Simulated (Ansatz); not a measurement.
Geometry optimisation, RKS PBE-D4/6-31G* (Ansatz).

Input file:

```yaml
crystal:
  periodic: [false, false, false]
  atoms:
    - { symbol: Al, position_ang: [0.18923, -0.703989, -0.297404] }
    - { symbol: H, position_ang: [-0.66317, 0.630115, 1.963153] }
    - { symbol: Cl, position_ang: [2.006165, 0.317184, -0.528936] }
    - { symbol: Cl, position_ang: [-1.46316, -0.225816, -1.509029] }
    - { symbol: "N", position_ang: [0.013186, -2.075375, 0.961208] }
    - { symbol: H, position_ang: [-0.91407, -2.513976, 0.973056] }
    - { symbol: Si, position_ang: [1.238891, -2.798628, 1.989956] }
    - { symbol: H, position_ang: [1.352219, -4.283668, 1.773295] }
    - { symbol: H, position_ang: [2.542398, -2.144272, 1.655756] }
    - { symbol: H, position_ang: [0.946156, -2.582042, 3.451945] }
    - { symbol: H, position_ang: [-0.523646, -0.069433, 1.8794] }
basis:
  gaussian: { orbitals: "6-31G*" }
hamiltonian:
  xc: pbe
  dispersion: d4
relax:
  f_tol: 0.03
  max_steps: 50
output:
  orbitals: {}
```

Run as:

```bash
$ ansatz run input.yaml --threads 2 --pin off --max-ram 3072MiB --backend cpu --events-out ev --progress --plain --runs-dir out
```

Question: Where does it end, and by what steps?

Answer: The forces met the threshold. The force dipped under the threshold on the way, but the program's further checks kept it going. After 13 steps the energy has fallen by 0.184 eV; H2 moved furthest, 0.60 Å.

```tsv
step	energy less start (eV)	largest force component (eV/Å)	accepted
0	0.0000	1.659	yes
1	-0.1403	0.667	yes
2	-0.1709	0.284	yes
3	-0.1668	0.219	no
4	-0.1749	0.110	yes
5	-0.1760	0.054	yes
6	-0.1788	0.024	yes
7	-0.1799	0.076	yes
8	-0.1803	0.279	yes
9	-0.1819	0.091	yes
10	-0.1827	0.131	yes
11	-0.1835	0.079	yes
12	-0.1836	0.125	yes
13	-0.1841	0.028	yes
```

```xyz
11
Properties=species:S:1:pos:R:3
Al 0.155 -0.806 -0.172
H -0.640 1.158 1.681
Cl 1.929 0.300 -0.390
Cl -1.522 -0.316 -1.351
N 0.063 -2.228 0.906
H -0.839 -2.714 0.904
Si 1.290 -2.933 1.951
H 1.538 -4.377 1.613
H 2.546 -2.146 1.749
H 0.897 -2.873 3.402
H -0.693 0.486 2.020
```

Whether the end is a true minimum wasn't checked by a vibrational analysis.

Time of the run: 36 s on 2 threads of Intel(R) Xeon(R) Platinum 8488C (Sapphire Rapids) (shared host), peak memory 0.18 GiB.
